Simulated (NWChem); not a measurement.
System: SiNH₃, singlet; SMILES [SiH]N

The following NWChem deck was run.

```
start job
memory heap 200 mb stack 900 mb global 1100 mb
geometry units angstroms noautosym nocenter noautoz
  Si     0.116148    -0.687165     0.000000
  H     -1.409970    -0.886398     0.000000
  N      0.016964     1.028371     0.000000
  H     -0.830296     1.587874     0.000000
  H      0.849250     1.609980     0.000000
end
basis spherical
  * library def2-svp
end
dft
  xc pbe0
  iterations 150
end
cosmo
  do_cosmo_smd true
  solvent hexane
end
task dft energy
```

Parts of the log:

```
             Northwest Computational Chemistry Package (NWChem) 7.3.0
             --------------------------------------------------------

                             Geometry "geometry" -> ""
                             -------------------------

 Output coordinates in angstroms (scale by  1.889725989 to convert to a.u.)

  No.       Tag          Charge          X              Y              Z
 ---- ---------------- ---------- -------------- -------------- --------------
    1 Si                  14.0000     0.11614800    -0.68716500     0.00000000
    2 H                    1.0000    -1.40997000    -0.88639800     0.00000000
    3 N                    7.0000     0.01696400     1.02837100     0.00000000
    4 H                    1.0000    -0.83029600     1.58787400     0.00000000
    5 H                    1.0000     0.84925000     1.60998000     0.00000000

 Effective nuclear repulsion energy (a.u.)      50.5996551834

                                 NWChem DFT Module
                                 -----------------

 Summary of "ao basis" -> "ao basis" (spherical)
 ------------------------------------------------------------------------------
       Tag                 Description            Shells   Functions and Types
 ---------------- ------------------------------  ------  ---------------------
 Si                         def2-svp                 8       18   4s3p1d
 H                          def2-svp                 3        5   2s1p
 N                          def2-svp                 6       14   3s2p1d

 in cosmo_initialize ...
 calling solv_data for solv:hexane

 solvent parameters
 solvname_short: hexane
 solvname_long:  n-hexane
 dielec:        1.8819
 dielecinf:     1.8903
 nonaqueous SMD model solvent descriptors
 dielec:        1.8819
 sola:          0.0000
 solb:          0.0000
 solc:          0.0000
 solg:         25.7500
 solh:          0.0000
 soln:          1.3749

          ---------------
          -cosmo- solvent
          ---------------
 Cosmo: York-Karplus, doi: 10.1021/jp992097l
 dielectric constant -eps-     =   1.88
 screen = (eps-1)/(eps    )    =   0.46862
 surface charge correction     = lagrangian

   van der Waals surface
 --------------------------

[...]

                                COSMO-SMD solvation results
                                ---------------------------

             internal energy in gas <Psi(g)|H|Psi(g)> =      -345.702393209442
         internal energy in solvent <Psi(s)|H|Psi(s)> =      -345.702174914964
                               delta internal energy  =         0.000218294479 (    0.14 kcal/mol)
   total free energy in solvent <Psi(s)|H+V/2|Psi(s)> =      -345.705486902304
 polarization energy contribution <Psi(s)|V/2|Psi(s)> =        -0.003311987340 (   -2.08 kcal/mol)
    total free energy in solvent including G(SMD-CDS) =      -345.705638599912
                       G(SMD-CDS) energy contribution =        -0.000151697608 (   -0.10 kcal/mol)
     1 M fixed-concentration free energy of solvation =        -0.003245390469 (   -2.04 kcal/mol)

                       DFT Final Molecular Orbital Analysis
                       ------------------------------------

 Vector   10  Occ=2.000000D+00  E=-3.688018D-01
              MO Center= -5.5D-01, -4.4D-01, -7.4D-11, r^2= 2.2D+00
   Bfn.  Coefficient  Atom+Function         Bfn.  Coefficient  Atom+Function
  ----- ------------  ---------------      ----- ------------  ---------------
    19      0.314361  2 H  s                 28     -0.304546  3 N  py
     3      0.267542  1 Si s                  9     -0.212646  1 Si py
    20      0.179648  2 H  s                 31      0.170353  3 N  py
     2      0.158753  1 Si s                 26     -0.158032  3 N  s
    43      0.157525  5 H  s                  4      0.139435  1 Si s

 Vector   11  Occ=2.000000D+00  E=-3.074790D-01
              MO Center=  2.9D-02,  8.0D-01, -1.8D-10, r^2= 1.2D+00
   Bfn.  Coefficient  Atom+Function         Bfn.  Coefficient  Atom+Function
  ----- ------------  ---------------      ----- ------------  ---------------
    29      0.532488  3 N  pz                32     -0.445526  3 N  pz
    13     -0.185684  1 Si pz                10     -0.157176  1 Si pz
     7      0.091368  1 Si pz                15     -0.063054  1 Si d -1

 Vector   12  Occ=2.000000D+00  E=-2.335299D-01
              MO Center=  2.5D-01, -8.8D-01, -1.0D-10, r^2= 2.4D+00
   Bfn.  Coefficient  Atom+Function         Bfn.  Coefficient  Atom+Function
  ----- ------------  ---------------      ----- ------------  ---------------
     4      0.425862  1 Si s                  3      0.388523  1 Si s
    11      0.302121  1 Si px                 8      0.277311  1 Si px
    19     -0.249373  2 H  s                 20     -0.249211  2 H  s
     2      0.235886  1 Si s                 12     -0.171730  1 Si py
     5     -0.152277  1 Si px                 9     -0.143575  1 Si py

 Vector   13  Occ=0.000000D+00  E=-5.094820D-02
              MO Center=  9.1D-02, -5.7D-01,  2.5D-10, r^2= 2.8D+00
   Bfn.  Coefficient  Atom+Function         Bfn.  Coefficient  Atom+Function
  ----- ------------  ---------------      ----- ------------  ---------------
    13      0.747482  1 Si pz                10      0.363552  1 Si pz
    32     -0.328506  3 N  pz                29      0.269057  3 N  pz
     7     -0.197858  1 Si pz                15     -0.043085  1 Si d -1

[...]
```

Level: PBE0/def2-SVP, SMD on the gas-phase geometry. Low-valent species are run as closed-shell singlets; no triplet was tried in these runs. Geometry: optimised at PBE0/def2-SVP. Solvent: n-hexane.
